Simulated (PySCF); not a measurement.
# Radial density of Rh (rhodium, neutral)

UHF, [Kr] 4d7 5s1 5p1, one real determinant (an excited configuration). Calculation: PySCF 2.14, in x2c-QZVPPall (13s8p7d4f2g, 118 functions); scalar relativity by spin-free X2C-1e.

```csv
r (bohr),4πr²ρ (e/bohr),4πr²(ρα − ρβ)
0.0321,53.28,0.0005
0.0540,50.55,0.0082
0.0908,70.65,0.0839
0.153,55.24,0.3406
0.257,52.79,0.5675
0.432,39.68,0.0096
0.726,14.27,1.1118
1.22,12.25,2.3239
2.06,2.895,1.2847
3.46,0.7282,0.6349
5.82,0.1517,0.1508
9.78,0.004810,0.0048
16.5,1.085e-05,0.0000
```

Densities and radii are taken from the X2C orbitals without a picture-change correction, which distorts them close to the nucleus.

⟨L²⟩ = 13.99 against 20 for a pure G term, so this real determinant mixes terms.
